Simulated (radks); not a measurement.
Results of a calculation; reference values are marked as such.
Ionisation of Lu, [Xe] 4f14 5d1 6s2, to Lu+, [Xe] 4f14 6s2, under several functionals. Scalar-relativistic Kohn-Sham, spin-polarised, spherical densities, finite nucleus; open shells are filled with parallel spins first (spin-orbit coupling, left out, can overturn this in heavy ions); a radial shooting solver on a logarithmic mesh with Libxc functionals.

functional,E(Lu) (hartree),Exc (hartree),IE (eV),-e(HOMO) (eV),<r> HOMO (bohr),IE error (eV)
HCTH/407,-14570.1506,-309.1975,5.534,2.127,2.842,+0.108
exchange-only LDA,-14545.3965,-283.9513,4.555,1.264,2.998,-0.871
revPBE,-14561.8075,-300.4569,5.325,1.918,2.899,-0.101
XLYP,-14563.2620,-301.8928,5.265,1.797,2.901,-0.160
r2SCAN,-14562.9975,-300.6376,5.281,1.911,2.850,-0.145
AM05,-14552.9964,-291.6513,5.387,1.944,2.855,-0.038

NIST Atomic Spectra Database: 5.426 eV (measured). Closest: AM05. The Delta-SCF values span 0.98 eV, the total energies 24.75 hartree. The highest occupied level is 5d. Open shells are spherical and high-spin; term and fine-structure splittings are not resolved. Spin-orbit splitting is averaged out at the scalar-relativistic level.
